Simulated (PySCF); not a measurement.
**Ionisation energy of Te⁺ by level of theory**

Te⁺ [Kr] 4d10 5s2 5p3 (4S) → Te²⁺ [Kr] 4d10 5s2 5p2 (3P), as a difference of total energies. Computed with PySCF 2.14 in x2c-TZVPall, with the spin-free X2C one-electron Hamiltonian (Gaussian nucleus). Correlated levels: valence: [Kr] 4d10 frozen. The calculations carry no spin-orbit coupling.

```tsv
method	ionisation energy (eV)
UHF	18.361
BP86	18.856
TPSS	18.765
MP2 (valence)	18.753
SCS-MP2 (valence)	18.634
```

Q: How much does correlation contribute at MP2 (valence)?

A: 18.753 − (18.361) = 0.392 eV, measured against UHF.

The reference lies between the lowest fine-structure levels, while these numbers refer to the centres of the terms.

Errors of the correlated levels include the incompleteness of this basis and the frozen core.

For comparison: 18.6 ± 0.4 eV (measured; NIST Atomic Spectra Database, ionization energies).
